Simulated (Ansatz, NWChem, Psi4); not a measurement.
# Si2H5OF (SMILES O[SiH](F)[SiH3]): the electronic atomisation energy, rung by rung

Si2H5OF has 9 atoms, charge 0, and is taken as a singlet. SMILES: `O[SiH](F)[SiH3]`. The coordinates come from a PBE0-D4/def2-TZVP relaxation. This is one conformer, not always the lowest.

Quantity: the electronic atomisation energy, in eV. The values are calculated. Electronic energies at fixed atoms, without zero-point motion or spin-orbit coupling.

```
                                level                    kind  program  value (eV)  less CCSD(T)/6-31G*  CPU time (all runs)
      HF/6-31G* (spherical functions)            Hartree–Fock   Ansatz       22.78                -5.28                1.9 s
  revPBE/6-31G* (spherical functions)                     GGA   Ansatz       30.05                +1.99                4.5 s
  r2SCAN/6-31G* (spherical functions)                meta-GGA   Ansatz       31.06                +3.00                8.8 s
    PBE0/6-31G* (spherical functions)           global hybrid   NWChem       30.50                +2.44                 30 s
   HSE06/6-31G* (spherical functions)  range-separated hybrid     Psi4       30.42                +2.36                 44 s
  B2PLYP/6-31G* (spherical functions)           double hybrid   Ansatz       30.01                +1.95                6.7 s
PBE-QIDH/6-31G* (spherical functions)           double hybrid   Ansatz       29.77                +1.71                6.2 s
RPA@PBE0/6-31G* (spherical functions)                     RPA   Ansatz       27.70                -0.36                6.8 s
 CCSD(T)/6-31G* (spherical functions)   coupled cluster or CI   NWChem       28.06                 0.00                 80 s
    CCSD/6-31G* (spherical functions)   coupled cluster or CI   Ansatz       27.88                -0.18                7.9 s
```

Differences are taken from CCSD(T)/6-31G* (spherical functions) for orientation; it has basis-set and higher-order errors of its own. Correlated wave functions underbind in double-zeta sets. The values span 22.78 to 31.06 eV. Times are those of the runs behind each value, whatever else they computed, on shared processors of several kinds: orders of magnitude only.
